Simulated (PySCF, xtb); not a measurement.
C3H8BNO, SMILES CNB1COC1. The values are those of a single conformer.

Harmonic wavenumbers (cm⁻¹) from GFN2-xTB run with xtb at its own minimum, in rising order: 108, 150, 161, 194, 306, 418, 585, 613, 720, 837, 863, 983, 1005, 1039, 1083, 1109, 1110, 1118, 1136, 1217, 1221, 1330, 1409, 1455, 1463, 1479, 1482, 1567, 2888, 2890, 2919, 2921, 2955, 2974, 3048, 3420.

Problem. What does PBE0-D3(BJ)/def2-SVP in PySCF 2.14.0 give at its own minimum? (Estimate from the structure and the level; the computed values follow.)

Solution. 91, 149, 173, 183, 336, 433, 593, 595, 739, 806, 922, 978, 1001, 1073, 1103, 1142, 1155, 1170, 1174, 1251, 1266, 1384, 1435, 1447, 1462, 1465, 1482, 1633, 3011, 3024, 3039, 3060, 3063, 3113, 3169, 3632. Paired by order, the mean absolute difference is 50 cm⁻¹ and the zero-point energies are 71.7 and 74.0 kcal/mol.
